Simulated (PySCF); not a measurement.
**Field gradients at the hydrogen positions**

PhCH2CH2F, C8H9F.
Z-matrix (Å and degrees, PBE0-D3(BJ)/def2-SVP geometry), rows numbered from 1:
```
F 
C   1  1.3722
C   2  1.5178  1  110.27
C   3  1.5041  2  111.52  1  -178.95
C   4  1.4000  3  120.69  2    86.55
C   5  1.3933  4  120.95  3  -177.63
C   6  1.3941  5  120.08  4     0.08
C   7  1.3940  6  119.61  5    -0.01
C   8  1.3938  7  120.06  6     0.06
H   2  1.1039  1  108.84  3   121.39
H   2  1.1038  1  108.76  3  -121.26
H   3  1.1011  2  108.55  1    58.87
H   3  1.1012  2  108.29  1   -57.11
H   5  1.0938  4  119.33  3     2.86
H   6  1.0927  5  119.82  4  -179.64
H   7  1.0925  6  120.19  5  -179.76
H   8  1.0927  7  120.09  6  -179.73
H   9  1.0938  4  119.34  3    -2.81
```

Level: PBE0/pcSseg-1 (PySCF, non-relativistic); Q(2H) = 0.00286 b; rigid geometry, the same for H and D, with no vibrational averaging.

Problem. Rank these positions by the coupling χzz of a deuteron there, largest first.
A. H10 (methylene hydrogen)
B. H17 (aromatic hydrogen)
C. H12 (methylene hydrogen)

Solution. B (204 kHz), C (192 kHz), A (183 kHz).

Problem. Tabulate Vzz, the asymmetry η and χzz = 234.96 MHz × Q × Vzz for every hydrogen position.

Solution. 
```json
{"atom": "H10", "bonded to": "C2", "bond length (Å)": "1.104", "Vzz (au)": "0.2722", "η": "0.07", "χzz (kHz)": "183"}
{"atom": "H11", "bonded to": "C2", "bond length (Å)": "1.104", "Vzz (au)": "0.2723", "η": "0.07", "χzz (kHz)": "183"}
{"atom": "H12", "bonded to": "C3", "bond length (Å)": "1.101", "Vzz (au)": "0.2855", "η": "0.01", "χzz (kHz)": "192"}
{"atom": "H13", "bonded to": "C3", "bond length (Å)": "1.101", "Vzz (au)": "0.2853", "η": "0.01", "χzz (kHz)": "192"}
{"atom": "H14", "bonded to": "C5", "bond length (Å)": "1.094", "Vzz (au)": "0.3015", "η": "0.07", "χzz (kHz)": "203"}
{"atom": "H15", "bonded to": "C6", "bond length (Å)": "1.093", "Vzz (au)": "0.3039", "η": "0.06", "χzz (kHz)": "204"}
{"atom": "H16", "bonded to": "C7", "bond length (Å)": "1.092", "Vzz (au)": "0.3046", "η": "0.07", "χzz (kHz)": "205"}
{"atom": "H17", "bonded to": "C8", "bond length (Å)": "1.093", "Vzz (au)": "0.3039", "η": "0.06", "χzz (kHz)": "204"}
{"atom": "H18", "bonded to": "C9", "bond length (Å)": "1.094", "Vzz (au)": "0.3017", "η": "0.07", "χzz (kHz)": "203"}
```

Problem. How does χzz go with the bond length over the 9 C–H bonds?

Solution. A straight-line fit has a slope of -17.9 kHz for each 0.01 Å, with a correlation coefficient of -0.99, over lengths from 1.092 to 1.104 Å. The longer bonds have the smaller couplings here.

Problem. Give the 2H NMR doublet splittings at H16 for a magnetic field along the z, y and x axes of the gradient: 3χ/2, 3χ(1 + η)/4, 3χ(1 − η)/4.

Solution. With |χ| = 204.7 kHz and η = 0.066: 307, 164 and 143 kHz, to first order and without motion.

The structure is a single PBE0-D3(BJ)/def2-SVP conformer in the gas phase; no vibrational or solvent corrections. With so small a basis the couplings can be 20 % off.
